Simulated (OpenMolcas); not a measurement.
**Tc VI: the spin-orbit constant, worked from levels**

```json
{
  "Program": "OpenMolcas 26.06",
  "Basis": "ANO-RCC-VTZP [7s6p4d2f1g]",
  "Scalar Hamiltonian": "DKH2, point nucleus",
  "Active space": "2 electrons in 10 orbitals (4d 5d)",
  "State averaging": "2S+1 = 3 even, 10 roots; 2S+1 = 1 even, 15 roots",
  "Spin-orbit coupling": "state interaction with AMFI integrals over the reference wave functions, term energies averaged over their components"
}
```

Methods: CASSCF; SS-CASPT2, IPEA 0.25 Eh, imaginary shift 0.1 Eh (closed shells correlated: 4s 4p).

**The spin-orbit constant.** For the Hund term 3F of d2, E(J) = (A/2) J(J+1) + constant and ζ = 2S·A = 2A. From J = 2 to J = 4 the energy changes by 7 A.

```csv
Source,E(4) - E(2),A,ζ
CASSCF,4377.1,625.3,1251
SS-CASPT2,4416.5,630.9,1262
```

All in cm-1. Both methods take the spin-orbit matrix elements from the reference wave functions, so the second can move ζ only through the term energies and any multistate remixing. Second-order mixing with other terms is absorbed into this ζ.

Term energies are means over components that CASPT2 splits; among the terms shown or strongly mixed into the levels shown the widest spread is 480 cm-1 (4d2 3F, SS-CASPT2). Active for correlation alone: 5d; no level in the range computed is led by a configuration that fills it, so any true level of that kind is missing. Without dynamic correlation excited terms often stand tens of per cent too high (terms of higher spin than the ground term too low), and those without a measured partner can miss by more than the paired ones (holds for CASSCF). Only configurations of the active space appear.
